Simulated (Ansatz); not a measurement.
Geometry optimisation, RKS PBE/def2-SVP (Ansatz).

Input file:

```yaml
crystal:
  periodic: [false, false, false]
  atoms:
    - { symbol: Ta, position_ang: [-0.091076, 0.065083, 0.171725] }
    - { symbol: O, position_ang: [1.884365, 0.03811, 0.380688] }
    - { symbol: H, position_ang: [2.36607, 0.619439, 0.999413] }
    - { symbol: F, position_ang: [-0.296666, 0.519806, 2.016139] }
    - { symbol: F, position_ang: [0.040735, -0.163529, -1.711698] }
    - { symbol: "N", position_ang: [-0.863512, 1.836277, -0.190983] }
    - { symbol: H, position_ang: [-1.172911, 2.481463, 0.543312] }
    - { symbol: H, position_ang: [-1.060671, 2.192102, -1.132306] }
    - { symbol: F, position_ang: [-1.33102, -1.355797, 0.320699] }
    - { symbol: Br, position_ang: [1.580507, -3.324795, 0.915493] }
    - { symbol: H, position_ang: [2.402078, -2.084058, 0.682219] }
basis:
  gaussian: { orbitals: def2-SVP }
hamiltonian:
  xc: pbe
relax:
  f_tol: 0.03
  max_steps: 50
output:
  orbitals: {}
```

Command:

```bash
$ ansatz run input.yaml --threads 4 --pin off --max-ram 5120MiB --backend cpu --events-out ev --progress --plain --runs-dir out
```

Task: Where does it end, and by what steps?

Result: It converged. After 12 steps the energy has fallen by 0.130 eV; Br10 moved furthest, 0.81 Å.

```
step  energy less start (eV)  largest force component (eV/Å)  accepted
   0                  0.0000                           0.997       yes
   1                 -0.0593                           0.182       yes
   2                 -0.0828                           0.228       yes
   3                 -0.1015                           0.306       yes
   4                 -0.0914                           0.947        no
   5                 -0.1122                           0.077       yes
   6                 -0.1176                           0.114       yes
   7                 -0.1210                           0.253       yes
   8                 -0.1239                           0.167       yes
   9                 -0.1284                           0.072       yes
  10                 -0.1299                           0.054       yes
  11                 -0.1294                           0.248        no
  12                 -0.1305                           0.017       yes
```

```xyz
11
Properties=species:S:1:pos:R:3
Ta -0.229 0.105 0.237
O 1.640 -0.202 0.575
H 2.410 0.387 0.674
F -0.630 0.621 2.029
F -0.101 -0.097 -1.654
N -0.764 1.954 -0.196
H -1.120 2.616 0.501
H -0.884 2.296 -1.154
F -1.445 -1.341 0.346
Br 2.380 -3.475 0.874
H 2.201 -2.039 0.763
```

Whether the end is a true minimum wasn't checked by a vibrational analysis.

The run took 33 s on 4 threads of Arm Neoverse V2 (shared host), peak memory 0.24 GiB.
